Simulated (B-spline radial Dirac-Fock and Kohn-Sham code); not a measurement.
# L-shell conversion coefficients of Pd against transition energy

Method: a Dirac-Hartree-Slater potential of the neutral atom with a Latter tail (no hole, which puts coefficients of high multipoles low close above an edge), finite nucleus with surface currents. Computed with a radial B-spline solver. Subshells within 1 keV of threshold and pair formation are left out.

```csv
energy (keV),E2,E3,E4,E5,M1,M3
12.1,6120,1.51e+06,1.56e+08,1.17e+10,20.5,1.56e+06
12.9,4430,1.03e+06,1.02e+08,7.46e+09,17.0,1.04e+06
15.6,1700,326000,2.90e+07,1.92e+09,9.60,313000
19.7,531,80000,6.05e+06,3.48e+08,4.78,73700
20,492,73100,5.46e+06,3.11e+08,4.57,67200
21.6,336,46000,3.25e+06,1.76e+08,3.64,42000
50,5.84,302,10600,303000,0.304,315
74.8,0.936,28.6,690,13900,0.0942,35.5
100,0.265,5.46,98.4,1540,0.0411,7.90
104,0.224,4.38,75.8,1150,0.0368,6.48
126,0.101,1.52,21.5,272,0.0215,2.50
127,0.0975,1.45,20.4,257,0.0210,2.40
200,0.0160,0.133,1.15,9.45,0.00605,0.283
213,0.0126,0.0973,0.781,6.07,0.00511,0.213
229,0.00958,0.0680,0.505,3.67,0.00422,0.155
435,0.00102,0.00385,0.0150,0.0601,0.000813,0.0110
500,0.000664,0.00223,0.00773,0.0274,0.000577,0.00649
524,0.000577,0.00187,0.00623,0.0212,0.000515,0.00547
585,0.000418,0.00125,0.00383,0.0119,0.000395,0.00368
737,0.000222,0.000575,0.00149,0.00392,0.000229,0.00166
867,0.000147,0.000349,0.000820,0.00194,0.000158,0.000979
1000,0.000105,0.000232,0.000504,0.00109,0.000115,0.000627
1030,9.76e-05,0.000214,0.000457,0.000977,0.000107,0.000573
1100,8.41e-05,0.000179,0.000371,0.000765,9.29e-05,0.000470
1160,7.48e-05,0.000156,0.000315,0.000632,8.28e-05,0.000401
1490,4.41e-05,8.38e-05,0.000153,0.000274,4.85e-05,0.000197
1900,2.74e-05,4.83e-05,8.13e-05,0.000134,2.94e-05,0.000103
2000,2.49e-05,4.33e-05,7.17e-05,0.000116,2.66e-05,9.07e-05
2050,2.38e-05,4.11e-05,6.75e-05,0.000108,2.53e-05,8.52e-05
```

**Question.** How fast do they fall between 1900 and 2050 keV?

**Answer.** As powers of the energy: E2 E^-1.87, E3 E^-2.15, E4 E^-2.44, E5 E^-2.76, M1 E^-2.00, M3 E^-2.55. Within one type (E or M) the higher multipoles fall faster.
